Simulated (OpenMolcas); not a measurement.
## What dynamic correlation does to the levels of Nb+

```yaml
Program: OpenMolcas 26.06
Basis: ANO-RCC-VDZ [6s5p3d]
Scalar_Hamiltonian: DKH2, point nucleus
Active_space: 4 electrons in 5 orbitals (4d)
State_averaging: 2S+1 = 5 even, 5 roots; 2S+1 = 3 even, 45 roots (35 in the spin-orbit step); 2S+1 = 1 even, 50 roots (35 in the spin-orbit step)
Spin-orbit_coupling: RASSI with atomic mean-field integrals over the reference wave functions, term energies averaged over their components
```

Methods on the same reference wave functions:
A. CASSCF
B. SS-CASPT2, IPEA 0.25 Eh, imaginary shift 0.1 Eh (closed shells correlated: 4s 4p)

Energies in cm⁻¹ above 4d⁴ ⁵D₀, the measured ground level; measured values from NIST Handbook of Basic Atomic Spectroscopic Data.

```tsv
Level	A	B	Measured
4d⁴ ⁵D₀	0.0	0.0	0.0
4d⁴ ⁵D₁	139	156	159
4d⁴ ⁵D₂	402	438	438
4d⁴ ⁵D₃	768	812	801
4d⁴ ⁵D₄	1219	1256	1225
4d⁴ ³H₄	12727	13000	
4d⁴ ³H₅	13026	13210	
4d⁴ ³P₀	13198	8390	
4d⁴ ³H₆	13337	13570	
4d⁴ ³P₁	13995	9180	
4d⁴ ³F₃	14726	12370	
4d⁴ ³F₂	14745	12230	
4d⁴ ³F₄	14872	12400	
4d⁴ ³P₂	15284	10460	
4d⁴ ³G₃	16154	14970	
4d⁴ ³G₄	16462	15300	
4d⁴ ³G₅	16650	15640	
4d⁴ ¹I₆	19350	19780	
4d⁴ ¹G₄	20576	18060	
4d⁴ ³D₃	20578	17590	
4d⁴ ³D₂	20685	17550	
4d⁴ ³D₁	20807	17820	
4d⁴ ¹S₀	23673	18260	
4d⁴ ¹D₂	25120	19350
```

Deviations, from unrounded energies. A percentage is the sum of absolute deviations over the sum of measured energies, with the sign that they share, or ± where signs differ.

```csv
Against measurement,Levels,A,B
mean absolute deviation (cm-1),4,24,11
fine structure of the ground term (%),4,-3.6,±1.7
```

B lies closest to measurement on these levels. The largest miss of B in the table is 4d⁴ ⁵D₄, by +31 cm-1. The ranking rests on the paired levels alone, and a cruder setting can come out closer through cancelling errors.

From A to B the spin-free energies of the other terms of 4d⁴ shown, above ⁵D, scale by factors of 0.65 to 1.02.

The lowest spin-free term lies below A's lowest term by 0.105 hartree in B.

Term energies are means over components that CASPT2 splits; among the terms shown or strongly mixed into the levels shown the widest spread is 220 cm-1 (4d⁴ ¹G, B). Some high roots are left out of the spin-orbit mixing, which shifts the levels that they would mix with. Configurations with an s electron lie low at this charge and mix in, so terms can be misplaced. Without dynamic correlation excited terms often stand tens of per cent too high (terms of higher spin than the ground term too low), and those without a measured partner can miss by more than the paired ones (holds for A). The CASPT2 spread within a term exceeds the gap to the next term for 4d⁴ ³D and 4d⁴ ¹G, so the order of their levels is uncertain (holds for B). Some terms miss by over 15 % even with CASPT2, which points to a basis or an active space too small for the shells correlated (holds for B). Measured partners are found by configuration, term and J. A level has none where our copy of the source lacks it or the pairing is in doubt (some pairs that miss far off the trend of their configuration count as doubtful), and it then counts in no deviation. Levels of configurations outside the active space are missing. Levels that lie high or do not pair safely by name in every column are left out.
